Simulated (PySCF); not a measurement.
ZnCl, SMILES [Cl][Zn+], charge +1.

The structure is a stationary point at PBE0-D3(BJ)/def2-TZVP. The spin state was assumed, not searched.

All values below come from TDA-CAM-B3LYP/def2-TZVPD (PySCF 2.14.0).

Vertical excitations; the highest root listed may be one member of a degenerate set. Gas-phase values at a fixed geometry. State labels are in the subgroup C2v.

Computed lowest excited states:
```csv
state,symmetry,energy (eV),λ (nm),f,main pairs
S1,B2,2.59,479,0.005,HOMO→LUMO (degenerate set)
S2,B1,2.59,479,0.005,HOMO−1→LUMO (degenerate set)
S3,A1,5.37,231,0.177,HOMO−2→LUMO 81 %
S4,A2,7.04,176,0.000,"HOMO→LUMO+1 49 %, HOMO−1→LUMO+2 49 %"
S5,A2,7.11,174,0.000,"HOMO−1→LUMO+2, HOMO→LUMO+1 (degenerate set)"
S6,A1,7.11,174,0.000,"HOMO−1→LUMO+1, HOMO→LUMO+2 (degenerate set)"
S7,A1,8.50,146,0.420,"HOMO−1→LUMO+1 34 %, HOMO→LUMO+2 34 %, HOMO−3→LUMO 19 %, HOMO−2→LUMO 8 %"
S8,B2,9.20,135,0.067,"HOMO−2→LUMO+2, HOMO−6→LUMO (degenerate set)"
S9,B1,9.20,135,0.067,"HOMO−2→LUMO+1, HOMO−7→LUMO (degenerate set)"
S10,A1,9.27,134,0.000,HOMO−4→LUMO 99 %
T1,B2,2.20,565,0,HOMO→LUMO (degenerate set)
T2,B1,2.20,565,0,HOMO−1→LUMO (degenerate set)
T3,A1,3.57,347,0,HOMO−2→LUMO 98 %
T4,A1,6.73,184,0,"HOMO→LUMO+2 48 %, HOMO−1→LUMO+1 48 %"
```
Triplets are in the Tamm–Dancoff approximation.
